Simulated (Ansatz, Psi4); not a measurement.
Input for Psi4:
```
memory 2 GB

molecule mol {
-1 4
  Ge    0.000000    0.000000    0.000000
}

set basis cc-pvdz
set reference uks
set scf_type pk
set puream true
set d_convergence 1e-8
set dft_radial_points 99
set dft_spherical_points 590

energy('wb97x-v')
print_variables()
```

Q: Convert this to an input for Ansatz (an electronic-structure program).

A: This is not unique; one that fits is 
Ansatz 0.2 input:
```yaml
crystal:
  periodic: [false, false, false]
  atoms:
    - {symbol: Ge, position_ang: [0.00000000, 0.00000000, 0.00000000]}
basis:
  gaussian:
    orbitals: cc-pVDZ
hamiltonian:
  xc: {name: wB97X-V}
total_charge: -1
magnetization: {spin_polarized: true, initial_magnetization: 3}
accuracy: high
```

Both were run: Psi4 gave -2076.717240 Eh and Ansatz -2076.717240 Eh, 0.000 mEh apart.
